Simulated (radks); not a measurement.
Results of a calculation; reference values are marked as such.
All-electron atom: Pd14+ in [Ar] 3d10 4s2 4p2.

Level of theory: Dirac Kohn-Sham, LB94 model potential, spin-unpolarised, spherical densities, finite nucleus; open shells fill j = l - 1/2 first; Fermi nuclear charge, rms radius 4.5318 fm (a radial shooting solver on a logarithmic mesh with Libxc functionals).

Energy parts (hartree):
| part | energy |
|---|---|
| kinetic | 5218.71210 |
| electron-nucleus | -11686.84574 |
| Hartree | 1623.80541 |
(The LB94 potential has no energy functional, so no total or exchange-correlation energy is given.)

Orbitals (lengths in bohr, moments of r in powers of bohr; <r^-3> diverges for s and p1/2):
[
 {"orbital": "1s1/2", "occ.": "2", "eigenvalue (hartree)": "-904.9180", "<r^-3>": "-", "<r^2>": "0.001366"},
 {"orbital": "2s1/2", "occ.": "2", "eigenvalue (hartree)": "-143.2663", "<r^-3>": "-", "<r^2>": "0.02235"},
 {"orbital": "2p1/2", "occ.": "2", "eigenvalue (hartree)": "-134.0274", "<r^-3>": "-", "<r^2>": "0.01670"},
 {"orbital": "2p3/2", "occ.": "4", "eigenvalue (hartree)": "-128.0895", "<r^-3>": "3287", "<r^2>": "0.01803"},
 {"orbital": "3s1/2", "occ.": "2", "eigenvalue (hartree)": "-35.81440", "<r^-3>": "-", "<r^2>": "0.1623"},
 {"orbital": "3p1/2", "occ.": "2", "eigenvalue (hartree)": "-32.13278", "<r^-3>": "-", "<r^2>": "0.1572"},
 {"orbital": "3p3/2", "occ.": "4", "eigenvalue (hartree)": "-31.08878", "<r^-3>": "587.1", "<r^2>": "0.1661"},
 {"orbital": "3d3/2", "occ.": "4", "eigenvalue (hartree)": "-24.57119", "<r^-3>": "91.21", "<r^2>": "0.1450"},
 {"orbital": "3d5/2", "occ.": "6", "eigenvalue (hartree)": "-24.35787", "<r^-3>": "86.06", "<r^2>": "0.1476"},
 {"orbital": "4s1/2", "occ.": "2", "eigenvalue (hartree)": "-13.99658", "<r^-3>": "-", "<r^2>": "0.7927"},
 {"orbital": "4p1/2", "occ.": "2", "eigenvalue (hartree)": "-12.70368", "<r^-3>": "-", "<r^2>": "0.8454"},
 {"orbital": "4p3/2", "occ.": "0", "eigenvalue (hartree)": "-12.45264", "<r^-3>": "142.3", "<r^2>": "0.8801"}
]

The highest occupied level is 4p1/2 at -345.68 eV. For comparison, the ionisation energy in NIST's Atomic Spectra Database is 342 eV (theoretical). In exact Kohn-Sham theory the highest level is minus the ionisation energy, but local and semilocal functionals leave it too shallow, through self-interaction and a potential that decays too fast; potentials with the right tail come closer. The electron density at the nucleus is 1.33e+05 e/bohr^3. Summed over all electrons, <r^2> = 6.198 bohr^2, which gives a Langevin (diamagnetic) susceptibility term of -4.91 x 10^-6 cm^3/mol.

Beside tabulated values, note that spin-unpolarised runs miss the spin-polarisation part of the exchange energy of open shells.
